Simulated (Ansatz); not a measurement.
Ansatz (a quantum-chemistry and plane-wave program) input (B3LYP-D3(BJ)/def2-TZVP):

Ansatz 0.2 input:
```yaml
crystal:
  periodic: [false, false, false]
  atoms:
    - {symbol: Pb, position_ang: [0.01300960, 0.01244349, 0.01318078]}
    - {symbol: H, position_ang: [1.00984036, -1.03472481, -1.05222880]}
    - {symbol: H, position_ang: [-1.01715676, 1.05515155, -1.02453197]}
    - {symbol: H, position_ang: [-1.05947085, -1.04079298, 0.99593670]}
basis:
  gaussian:
    orbitals: def2-TZVP
hamiltonian:
  xc: b3lyp
  dispersion: d3bj
magnetization: {spin_polarized: true, initial_magnetization: 1}
phonons: {temperatures: {t_min: 298.15, t_max: 298.15, t_step: 100}}
```

Output:

```
Functional definition: B3LYP
integrals: 0.01 GiB planned
562 factors; their error is unknown
mean field: 0.19 GiB planned
mean field evaluation 1: about -5296.4342 eV, gradient 8.5e0 eV
mean field evaluation 2: about -5296.7067 eV, gradient 7.8e0 eV
mean field evaluation 4: about -5296.9821 eV, gradient 2.0e-1 eV
mean field evaluation 8: about -5296.9822 eV, gradient 2.1e-2 eV
mean field evaluation 16: about -5297.0129 eV, gradient 1.4e-5 eV
mean field -5297.01294519 eV, -194.6616352912 hartree, gradient 1.4e-5 eV, S^2 0.752157; 0 other end points of the search recorded, 0 dependent functions left out
the calculation of the forces begins
reference -5297.01318588 eV, -194.6616441365 hartree; 13, 12 occupied and 55, 56 virtual orbitals, 562 factors
these checks for a lower state are left out or cut short: stability, starts, cluster_reference, orbital_swaps, neighbouring_geometries, increment
integrals: 0.01 GiB planned
562 factors; their error is unknown
mean field: 0.19 GiB planned
mean field -5297.01291267 eV, -194.6616340965 hartree, gradient 2.9e-6 eV, S^2 0.752172; 0 other end points of the search recorded, 0 dependent functions left out
the calculation of the forces begins
reference -5297.01315340 eV, -194.6616429429 hartree; 13, 12 occupied and 55, 56 virtual orbitals, 562 factors
these checks for a lower state are left out or cut short: stability, starts, cluster_reference, orbital_swaps, neighbouring_geometries, increment
integrals: 0.01 GiB planned
562 factors; their error is unknown
mean field: 0.19 GiB planned
mean field evaluation 32: about -5297.0129 eV, gradient 1.1e-6 eV
mean field -5297.01291850 eV, -194.6616343104 hartree, gradient 1.1e-6 eV, S^2 0.752142; 0 other end points of the search recorded, 0 dependent functions left out
the calculation of the forces begins
reference -5297.01315915 eV, -194.6616431545 hartree; 13, 12 occupied and 55, 56 virtual orbitals, 562 factors
these checks for a lower state are left out or cut short: stability, starts, cluster_reference, orbital_swaps, neighbouring_geometries, increment
integrals: 0.01 GiB planned
562 factors; their error is unknown
mean field: 0.19 GiB planned
mean field -5297.01290129 eV, -194.6616336780 hartree, gradient 1.4e-6 eV, S^2 0.752165; 0 other end points of the search recorded, 0 dependent functions left out
the calculation of the forces begins
reference -5297.01314200 eV, -194.6616425239 hartree; 13, 12 occupied and 55, 56 virtual orbitals, 562 factors
these checks for a lower state are left out or cut short: stability, starts, cluster_reference, orbital_swaps, neighbouring_geometries, increment
integrals: 0.01 GiB planned
562 factors; their error is unknown
mean field: 0.19 GiB planned
mean field -5297.01290416 eV, -194.6616337837 hartree, gradient 1.3e-6 eV, S^2 0.752149; 0 other end points of the search recorded, 0 dependent functions left out
the calculation of the forces begins
reference -5297.01314484 eV, -194.6616426283 hartree; 13, 12 occupied and 55, 56 virtual orbitals, 562 factors
these checks for a lower state are left out or cut short: stability, starts, cluster_reference, orbital_swaps, neighbouring_geometries, increment
integrals: 0.01 GiB planned
562 factors; their error is unknown
mean field: 0.19 GiB planned
mean field -5297.01293927 eV, -194.6616350738 hartree, gradient 2.3e-6 eV, S^2 0.752160; 0 other end points of the search recorded, 0 dependent functions left out
the calculation of the forces begins
reference -5297.01317997 eV, -194.6616439194 hartree; 13, 12 occupied and 55, 56 virtual orbitals, 562 factors
these checks for a lower state are left out or cut short: stability, starts, cluster_reference, orbital_swaps, neighbouring_geometries, increment
integrals: 0.01 GiB planned
562 factors; their error is unknown
mean field: 0.19 GiB planned
mean field -5297.01292693 eV, -194.6616346203 hartree, gradient 2.4e-6 eV, S^2 0.752154; 0 other end points of the search recorded, 0 dependent functions left out
the calculation of the forces begins
reference -5297.01316761 eV, -194.6616434651 hartree; 13, 12 occupied and 55, 56 virtual orbitals, 562 factors
these checks for a lower state are left out or cut short: stability, starts, cluster_reference, orbital_swaps, neighbouring_geometries, increment
integrals: 0.01 GiB planned
562 factors; their error is unknown
mean field: 0.19 GiB planned
mean field evaluation 64: about -5297.0129 eV, gradient 2.4e-6 eV
mean field -5297.01293073 eV, -194.6616347601 hartree, gradient 2.4e-6 eV, S^2 0.752150; 0 other end points of the search recorded, 0 dependent functions left out
the calculation of the forces begins
reference -5297.01317140 eV, -194.6616436046 hartree; 13, 12 occupied and 55, 56 virtual orbitals, 562 factors
these checks for a lower state are left out or cut short: stability, starts, cluster_reference, orbital_swaps, neighbouring_geometries, increment
integrals: 0.01 GiB planned
562 factors; their error is unknown
mean field: 0.19 GiB planned
mean field -5297.01293490 eV, -194.6616349133 hartree, gradient 1.9e-6 eV, S^2 0.752164; 0 other end points of the search recorded, 0 dependent functions left out
the calculation of the forces begins
reference -5297.01317561 eV, -194.6616437593 hartree; 13, 12 occupied and 55, 56 virtual orbitals, 562 factors
these checks for a lower state are left out or cut short: stability, starts, cluster_reference, orbital_swaps, neighbouring_geometries, increment
integrals: 0.01 GiB planned
562 factors; their error is unknown
mean field: 0.19 GiB planned
mean field -5297.01293046 eV, -194.6616347502 hartree, gradient 2.4e-6 eV, S^2 0.752150; 0 other end points of the search recorded, 0 dependent functions left out
the calculation of the forces begins
reference -5297.01317114 eV, -194.6616435949 hartree; 13, 12 occupied and 55, 56 virtual orbitals, 562 factors
these checks for a lower state are left out or cut short: stability, starts, cluster_reference, orbital_swaps, neighbouring_geometries, increment
integrals: 0.01 GiB planned
562 factors; their error is unknown
mean field: 0.19 GiB planned
mean field -5297.01293455 eV, -194.6616349005 hartree, gradient 2.0e-6 eV, S^2 0.752164; 0 other end points of the search recorded, 0 dependent functions left out
the calculation of the forces begins
reference -5297.01317526 eV, -194.6616437463 hartree; 13, 12 occupied and 55, 56 virtual orbitals, 562 factors
these checks for a lower state are left out or cut short: stability, starts, cluster_reference, orbital_swaps, neighbouring_geometries, increment
integrals: 0.01 GiB planned
562 factors; their error is unknown
mean field: 0.19 GiB planned
mean field -5297.01291939 eV, -194.6616343433 hartree, gradient 9.8e-7 eV, S^2 0.752147; 0 other end points of the search recorded, 0 dependent functions left out
the calculation of the forces begins
reference -5297.01316006 eV, -194.6616431878 hartree; 13, 12 occupied and 55, 56 virtual orbitals, 562 factors
these checks for a lower state are left out or cut short: stability, starts, cluster_reference, orbital_swaps, neighbouring_geometries, increment
integrals: 0.01 GiB planned
562 factors; their error is unknown
mean field: 0.19 GiB planned
mean field evaluation 96: about -5297.0129 eV, gradient 2.8e-6 eV
mean field -5297.01292549 eV, -194.6616345673 hartree, gradient 2.8e-6 eV, S^2 0.752167; 0 other end points of the search recorded, 0 dependent functions left out
the calculation of the forces begins
reference -5297.01316620 eV, -194.6616434132 hartree; 13, 12 occupied and 55, 56 virtual orbitals, 562 factors
these checks for a lower state are left out or cut short: stability, starts, cluster_reference, orbital_swaps, neighbouring_geometries, increment
integrals: 0.01 GiB planned
562 factors; their error is unknown
mean field: 0.19 GiB planned
mean field -5297.01294235 eV, -194.6616351869 hartree, gradient 1.5e-6 eV, S^2 0.752159; 0 other end points of the search recorded, 0 dependent functions left out
the calculation of the forces begins
reference -5297.01318304 eV, -194.6616440322 hartree; 13, 12 occupied and 55, 56 virtual orbitals, 562 factors
these checks for a lower state are left out or cut short: stability, starts, cluster_reference, orbital_swaps, neighbouring_geometries, increment
integrals: 0.01 GiB planned
562 factors; their error is unknown
mean field: 0.19 GiB planned
mean field -5297.01293364 eV, -194.6616348671 hartree, gradient 1.5e-6 eV, S^2 0.752155; 0 other end points of the search recorded, 0 dependent functions left out
the calculation of the forces begins
reference -5297.01317433 eV, -194.6616437122 hartree; 13, 12 occupied and 55, 56 virtual orbitals, 562 factors
Total energy: -5297.09183293 eV, -194.6645343625 hartree
Atom 0 at     0.013010     0.012443     0.013181 Å, force    -0.000329    -0.000314    -0.000344 eV/Å
Atom 1 at     1.009840    -1.034725    -1.052229 Å, force    -0.000077     0.000205     0.000206 eV/Å
Atom 2 at    -1.017157     1.055152    -1.024532 Å, force     0.000205    -0.000086     0.000202 eV/Å
Atom 3 at    -1.059471    -1.040793     0.995937 Å, force     0.000201     0.000195    -0.000064 eV/Å
Dipole moment:     0.081055     0.077528     0.082121 e Å
Vibrations: 611.71 611.74 635.65 1623.35 1714.67 1714.73 cm⁻¹, zero-point energy 0.428481 eV
```
